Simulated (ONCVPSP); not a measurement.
**Before and after: ONCV potential for Ar**

ONCVPSP 4.0.1 input, shortened (lines: element, Z, core and valence counts, functional; n l f; lmax; l rc ep ncon nbas qcut; lloc lpopt rc5 dvloc0; l nproj debl; icmod fcfact rcfact), PBEsol, scalar-relativistic:

```
  Ar 18.00    3    2  -116133      upf
    1    0    2.00
    2    0    2.00
    2    1    6.00
    3    0    2.00
    3    1    6.00
    1
    0    1.10    0.00    4    8    7.40
    1    1.45    0.00    4    7    4.90
    4    5    0.90    3.00
    0    2    1.10
    1    1    1.20
    3    1.50    1.25
```

All-electron outer shells of the reference configuration (PBEsol, scalar-relativistic, ld1.x):

| shell | level (eV) | outermost node (bohr) | outermost maximum (bohr) |
| --- | --- | --- | --- |
| 2s | -296.45 | 0.12 | 0.34 |
| 2p | -229.66 | – | 0.28 |
| 3s | -24.20 | 0.52 | 1.17 |
| 3p | -10.23 | 0.49 | 1.30 |

Change: p: qcut 3.9.

Cutoffs: the cutoffs (Ha) at which the residual kinetic energy of the hardest occupied pseudo-wave falls to 1 and 0.1 mHa per electron; they do not see the model core or the augmentation charge, which bear on the density cutoff. Errors are all-electron minus pseudo energies relative to the spin-unpolarised reference configuration.

Problem. What does the change do?

Solution. The potential gets softer (20 Ha and 42 Ha → 20 Ha and 25 Ha); both files keep a bound ghost (s); the errors of the 4 common tests hardly move. The waves are optimised to have the least kinetic energy above qcut, so the cutoff follows it (qcut²/2 in Ha).

```tsv
quantity	base	changed
cutoff, loose	20 Ha	20 Ha
cutoff, tight	42 Ha	25 Ha
loose cutoff by channel	s 20 Ha, p 9.3 Ha	s 20 Ha, p 9.5 Ha
bound ghosts	s	s
GHOST(+) flags under 300 eV	none	none
error for 3s2 3p5, meV [ΔE 16.01 eV]	+2.5	+2.5
error for 3s2 3p4, meV [ΔE 44.62 eV]	+20	+21
error for 3s2 3p3, meV [ΔE 87.14 eV]	+66	+68
error for 3s2 3p2, meV [ΔE 144.71 eV]	+153	+161
s: phases at 1.12 bohr within 0.05 rad from the reference energy up to (Ha; the scan ends near 5)	to the end of the scan	to the end of the scan
p: phases at 1.47 bohr within 0.05 rad from the reference energy up to (Ha; the scan ends near 5)	3.0	3.1
rms error of d²Exc/dni dnj with the model core, mHa	1.09	1.09
```

 A true bound ghost makes a file unfit for plane-wave use even where its test errors are small: the radial tests pick states by their node count and pass the ghost by.
